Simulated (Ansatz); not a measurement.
All numbers were calculated with Ansatz.

A structure relaxed at PBE0-D4/def2-TZVP, charge 0, multiplicity 1:

```csv
atom,x (Å),y (Å),z (Å)
B1,-1.217,0.191,0.863
N2,-0.124,0.076,-0.032
B3,-0.163,0.704,-1.305
C4,1.065,-0.691,0.344
H5,-1.160,-0.348,1.932
H6,-2.172,0.823,0.529
H7,0.777,0.589,-2.040
H8,-1.129,1.330,-1.614
H9,1.235,-1.507,-0.361
H10,0.939,-1.112,1.341
H11,1.951,-0.054,0.343
```

**Question.** Give its formula and SMILES.

**Answer.** CH7B2N, `BN(B)C`.

**Question.** Point group (tolerance 0.08 Å, 0.16 Å for H)?

**Answer.** Cs.

**Question.** Summarise the bond lengths by kind.

**Answer.** 2 × B–N 1.418 to 1.420 Å; 4 × B–H 1.192 to 1.198 Å; 1 × C–N 1.464 Å; 3 × C–H 1.089 to 1.092 Å.
